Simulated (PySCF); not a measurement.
Molecule: C3H5O2 (charge 0, doublet). It need not be the lowest isomer of its formula. 
Structure (B3LYP-D3(BJ)/def2-TZVP (Ansatz) minimum search):
```xyz
10

C     -1.9580     0.1829     0.3853
C     -0.6948     0.6055    -0.2506
C      0.5331    -0.1247    -0.0515
O      0.6565    -1.1247     0.6306
O      1.5843     0.4263    -0.7215
H     -2.3564     0.9767     1.0278
H     -1.8127    -0.7158     0.9815
H     -2.7298    -0.0091    -0.3690
H     -0.6638     1.4817    -0.8848
H      2.3551    -0.1278    -0.5275
```
Charge 0, spin multiplicity 2.

Dispersion corrections to the total energy (kcal/mol) from the dftd3 and dftd4 libraries through PySCF: D3(BJ) without and D4 with the three-body term, each with the damping fitted for the functional named.

| functional | D3(BJ) | D4 |
|---|---|---|
| PBE | -3.94 | -3.68 |
| HSE06 | … | -2.81 |
| PW6B95 | -1.76 | -3.20 |
| r2SCAN | -1.07 | -0.93 |
| CAM-B3LYP | -2.83 | -3.03 |
| PBE0 | -3.30 | … |
| BP86 | … | -4.74 |

Q: Fill in the missing entries.

A: 
- HSE06, D3(BJ): -2.36
- PBE0, D4: -3.06
- BP86, D3(BJ): -5.83
